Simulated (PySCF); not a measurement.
# J couplings in C₇H₁₄

Geometry (Å), atoms numbered from 1 in this order:
```xyz
21

C    -3.236   -0.082   -0.520
C    -2.007   -0.651    0.169
C    -0.748    0.174   -0.061
C     0.489   -0.387    0.628
C     1.732    0.429    0.381
C     2.540    0.217   -0.865
C     3.092   -0.195    0.469
H    -3.089   -0.018   -1.610
H    -3.461    0.936   -0.161
H    -4.128   -0.701   -0.340
H    -1.830   -1.684   -0.179
H    -2.193   -0.732    1.255
H    -0.920    1.209    0.286
H    -0.552    0.254   -1.146
H     0.305   -0.458    1.715
H     0.664   -1.422    0.285
H     1.662    1.467    0.728
H     2.977    1.086   -1.365
H     2.216   -0.573   -1.550
H     3.145   -1.265    0.692
H     3.909    0.390    0.898
```

Method: B3LYP/pcJ-1 (without the spin–dipole term)//PBE0-D3(BJ)/def2-SVP, PySCF 2.14.0 with density-fitted response routines; isolated molecule, single conformer, non-relativistic. Couplings are averaged over pairs made equivalent by symmetry, fast rotation or ring inversion, so a value needn't be that of the named pair in this geometry, while other rotamers aren't included; one pair stands for each set, and the list holds a selection of those of at least 1.5 Hz over up to four bonds.

Isotopes: ¹³C, ¹H.

```tsv
pair	bonds	J (Hz)
C1, C2	1	37.3
C1, H8	1	131.3
C2, C3	1	?
C2, H11	1	129.3
C3, C4	1	37.0
C3, H13	1	129.4
C4, C5	1	46.4
C4, H15	1	?
C5, C6	1	15.4
C5, H17	1	162.2
C6, C7	1	14.9
C6, H18	1	168.5
C6, H19	1	?
C4, H17	2	1.5
C5, H18	2	-1.6
H11, H12	2	?
H13, H14	2	-14.5
H15, H16	2	-14.9
H18, H19	2	?
C1, H13	3	2.7
C3, C6	3	?
C3, H17	3	2.0
C4, H18	3	2.9
C6, H16	3	2.0
H18, H21	3	?
H19, H20	3	?
```

Estimate the withheld couplings, with signs.

Results:


- ¹J(C2,C3) = 36.7 Hz (bond length 1.522 Å)
- ¹J(C4,H15) = 129.4 Hz (bond length 1.105 Å, sp3 carbon)
- ¹J(C6,H19) = 166.4 Hz (bond length 1.095 Å, sp3 carbon)
- ²J(H11,H12) = -14.7 Hz (angle at C2 106°)
- ²J(H18,H19) = -5.2 Hz (angle at C6 114°)
- ³J(C3,C6) = 2.9 Hz (mean over equivalent pairs that range from 1.0 to 4.9 Hz in this conformer)
- ³J(H18,H21) = 10.1 Hz (dihedral angle 0°)
- ³J(H19,H20) = 10.4 Hz (dihedral angle 0°)
